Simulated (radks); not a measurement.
Problem. Radial electron density D(r) = 4 pi r^2 rho(r) of an atom or ion with 41 electrons. All-electron calculation, scalar-relativistic Kohn-Sham, LDA (Slater exchange, Perdew-Wang correlation), spin-polarised, spherical densities, finite nucleus; Fermi nuclear charge, rms radius of each element as measured or else 0.836 A^(1/3) + 0.57 fm. Program: a radial shooting solver on a logarithmic mesh with Libxc functionals.

r (bohr),D(r) (e/bohr),spin D(r)
0.004779,11.84,-0.000389
0.006273,17.53,-0.000574
0.0083,25.21,-0.000825
0.01089,34.08,-0.00112
0.01441,43.39,-0.00145
0.01892,50.43,-0.00178
0.02503,53.08,-0.00215
0.03286,50.45,-0.00264
0.04348,45.81,-0.00293
0.05707,46.09,-0.000306
0.07551,54.98,0.0159
0.09911,64.65,0.0684
0.1311,61.97,0.194
0.1721,47.84,0.391
0.2278,41.12,0.578
0.2989,48.08,0.559
0.3955,46.91,0.252
0.5192,29.02,-0.0106
0.6869,13.77,0.376
0.9017,11.46,1.55
1.193,10.82,2.72
1.566,6.846,2.83
2.072,3.026,1.99
2.72,1.133,0.988
3.598,0.3275,0.319
4.723,0.06352,0.0633
6.249,0.005950,0.00595

What is the nuclear charge?

Solution. Z = 42. The innermost maximum, from 1s, lies near gamma/Z bohr with gamma = sqrt(1 - (Z/c)^2) = 0.952, here 0.0227 bohr (found: 0.0248), and its height grows with Z. The density is that of the molybdenum ion Mo+ in [Kr] 4d5; the configuration itself is not fixed sharply by these data, and Z only to a few units. D(r) has 4 maxima, at r = 0.0248, 0.109, 0.340, 1.01 bohr, and minima at 0.0498, 0.221, 0.846 bohr, inside which lie 2.04, 11.13, 29.31 electrons.
